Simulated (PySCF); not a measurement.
Compound: C₄H₁₂BOPSi.
SMILES: `[BH3-][P@+]1(C)C([SiH3])=C1OC`

Torsions of this conformer, `[BH3-:1][P@+:2]1([CH3:3])[C:4]([SiH3:5])=[C:6]1[O:7][CH3:8]`: C4–C6–O7–C8 -174°.

The closed-shell ground state was solved at several levels (PySCF, density fitting, gas phase, non-relativistic). The structure is a single PBE0-D3(BJ)/def2-SVP conformer in the gas phase; no vibrational or solvent corrections.

```tsv
level	basis functions	total energy (Eh)	HOMO (eV)	LUMO (eV)	gap (eV)	dipole (D)
CAM-B3LYP/def2-SVPD	267	-889.9739	-8.57	0.17	8.74	4.69
PBE0/pcSseg-1	210	-889.8617	-7.32	-0.88	6.44	4.75
```

Task: What might KT2/pcSseg-1 (210 basis functions) give for the same quantities?

Result: Total energy -900.1694 Eh, HOMO -6.21 eV, LUMO -1.77 eV, gap 4.44 eV, dipole 4.61 D.

Task: Over all these levels, which gives the widest orbital gap and which the narrowest?

Result: CAM-B3LYP/def2-SVPD (range-separated hybrid) has the widest, 8.74 eV, and KT2/pcSseg-1 (GGA) the narrowest, 4.44 eV. Functional and basis both differ between the two, so the spread mixes both effects.

Task: How far do the dipole and the HOMO energy spread over the levels?

Result: The dipole runs from 4.61 to 4.75 D (mean 4.68 D) and the HOMO from -8.57 to -6.21 eV.
